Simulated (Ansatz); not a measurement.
Basis-set extrapolation for C₂H₇NOSi, SMILES `CNC(=O)[SiH3]` (PBE0-D4/def2-TZVP geometry, frozen core, the Gaussian-basis code of Ansatz). Multiplicity 1, RHF reference.

```
                      def2-TZVPP   def2-QZVPP
                 HF  -498.150175  -498.169009
    MP2 correlation    -0.898410    -0.962607
CCSD(T) correlation    -0.977533      not run
```

Energies in hartree. Use E(X) = E(∞) + A·exp(−7.88·√X) for Hartree–Fock and E(X) = E(∞) + B·X^(−2.97) for correlation, with X = 3 and 4, and add CCSD(T) minus MP2 of the smaller set to the MP2 limit.

Task: What is the CCSD(T) energy at the basis-set limit?

Result: HF limit: -498.169009 + (-0.018834) × 0.13774 = -498.17160. MP2 limit: -0.962607 + (-0.064197) × 0.74074 = -1.01016. Higher-order term: -0.977533 − (-0.898410) = -0.07912. Total: -499.26088 hartree, 349.6 kJ/mol below CCSD(T)/def2-TZVPP.
